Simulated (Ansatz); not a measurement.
Calculated with Ansatz (gas phase, PBE0-D4/def2-TZVP geometries, no zero-point term in ΔE). CCSD(T)/CBS is the MP2 limit (def2-TZVPP, def2-QZVPP) plus CCSD(T) − MP2 in def2-TZVPP, frozen cores. This one scheme is used for every species. Functionals use def2-TZVPP. B3LYP here is the variant with VWN-RPA as its local correlation; programs differ in this. For Br outer-core shells are correlated without core-valence functions, which leaves a few kJ/mol of doubt a bond. Scalar relativity is left out up to krypton.

Consider the substitution at a C–Si bond: `FC([SiH3])(Cl)Br` + HBr → `FC(Cl)(Br)Br` + SiH₄.

Problem. Is it downhill or uphill in electronic energy at CCSD(T)/CBS, and by how much? (Best estimate.)

Solution. The calculation gave: Uphill: ΔE = +70.4 kJ/mol.

Problem. What do these levels give: PBE-D4, PBE0-D4, ωB97X-V, ωB97M-V, r2SCAN, PBE0, B3LYP, HF/def2-TZVPP, MP2/def2-TZVPP, SCS-MP2/def2-QZVPP, MP2/CBS(def2), CCSD/CBS(def2)? (Best estimate.)

Solution. Ansatz gave: PBE-D4 62.6, PBE0-D4 67.9, ωB97X-V 67.3, ωB97M-V 68.8, r2SCAN 66.5, PBE0 66.7, B3LYP 65.8, HF/def2-TZVPP 76.3, MP2/def2-TZVPP 65.0, SCS-MP2/def2-QZVPP 65.6, MP2/CBS(def2) 66.1, CCSD/CBS(def2) 72.6 kJ/mol.

Largest T1 diagnostic among the species: 0.011.

From PBE to PBE0 (25 % exact exchange), in def2-TZVPP and without D4, ΔE moves by +5.3 kJ/mol. In def2-TZVPP, CCSD(T) changes the Hartree–Fock value by −7.1 kJ/mol (the triples alone add −2.2 kJ/mol) and MP2 by −11.3 kJ/mol.
